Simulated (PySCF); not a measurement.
CNO, SMILES [N]=C=O (connectivity only; charge and spin as stated), charge -1, multiplicity 1. Coordinates come from a B3LYP-D3(BJ)/def2-TZVPD optimisation. The spin state was assumed, not searched. The isomer is the one that the SMILES or the coordinates give; other isomers of the formula were not compared.

All values below come from PySCF with B3LYP-D3(BJ)/def2-TZVPD.

Harmonic wavenumbers (cm⁻¹): 637, 637, 1250, 2201. Rotational constants (GHz): 11.61 (linear); symmetry number 1.

Problem. Work out the zero-point energy and the ideal-gas rigid-rotor harmonic-oscillator thermochemistry at 298.15 K and 1 atm.

Solution. ZPE = ½ Σ hcν = ½ × 4726 cm⁻¹ = 28.27 kJ/mol. H − E(el) = 37.72 kJ/mol. Entropy in J/(mol K): translation 155.37, rotation 60.55, vibration 3.41, total 219.32. G − E(el) = -27.67 kJ/mol. Cp = 37.84 J/(mol K).
